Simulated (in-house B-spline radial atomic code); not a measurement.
Configurations of Ce, with energies counted from [Xe] (4f5/2)1 (5d3/2)1 6s2. Method: Dirac-Hartree-Fock, average of each configuration as written, Fermi nucleus of rms radius 4.8771 fm. Calculated with a B-spline radial code for spherical atoms. Energies include first-order Breit, QED and recoil terms.

Occupations are held fixed; configurations that lie above the ionisation limit could autoionise.

```
                                           configuration  E - E(ref) (eV)  highest orbital  its <r> (bohr)
                              [Xe] (4f7/2)1 (5d5/2)1 6s2          0.43405            6s1/2           4.646
                              [Xe] (4f7/2)1 6s2 (8d5/2)1           5.5268            8d5/2           37.84
   [Kr] 4d10 (4f5/2)2 5s2 (5p1/2)2 (5p3/2)3 (5d3/2)1 6s2           19.747            6s1/2           4.716
[Kr] (4d3/2)4 (4d5/2)5 (4f5/2)1 5s2 5p6 (5d3/2)1 6s2 8s1           117.07            8s1/2           20.26
```

Order these further configurations by energy, lowest first.
A. [Xe] (4f7/2)1 (5d5/2)1 6s1 (6f5/2)1
B. [Kr] (4d3/2)3 (4d5/2)6 (4f5/2)1 5s2 5p6 (5d5/2)1 6s2 (7g9/2)1
C. [Xe] (4f7/2)1 (5d3/2)1 6s2
D. [Xe] (5d3/2)1 6s2 (6f5/2)1

C (0.39259 eV), A (4.8188 eV), D (9.6741 eV), B (122.96 eV).
